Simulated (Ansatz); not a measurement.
Ag2Te, relaxed as a quintet with UKS r2SCAN-D4/def2-TZVP in Ansatz, starting from the r2SCAN-D4/def2-TZVP geometry of the neutral singlet. Force threshold 0.02 eV/Å.

In the def2 sets Ag, Te take a core potential; there is no spin–orbit coupling. At r2SCAN-D4/def2-TZVP a singlet of charge 0 lies 3.41 eV below the quintet, each at its own geometry. The structure comes from a short search, and lower isomers may exist.

Start:

Cartesian coordinates in Å:
```
Ag -0.103 0.459 -1.534
Ag 0.669 0.802 1.218
Te -0.566 -1.261 0.316
```

Q: Estimate the energy that the relaxation releases and the steps that it takes.

A: 0.36 eV, in 5 steps; 15 s on 4 threads of Arm Neoverse V2 on a shared host. No frequencies were taken in this run, so the end may be a saddle point.

Q: Does the start keep its bonding and symmetry?

A: By distances, no bond broke or formed. The bond that changes most is Ag1–Te3, from 2.57 to 2.88 Å (atoms count from 1). Point group C2v at the start, C2v at the end, both within 0.05 Å.

Q: Predict the relaxed structure.

A: 
```xyz
3

Ag   -0.027    0.591   -1.488
Ag    0.703    0.914    1.111
Te   -0.676   -1.505    0.377
```
Bond lengths (bridged metal pairs left out): 2 × Ag–Te 2.88 Å.
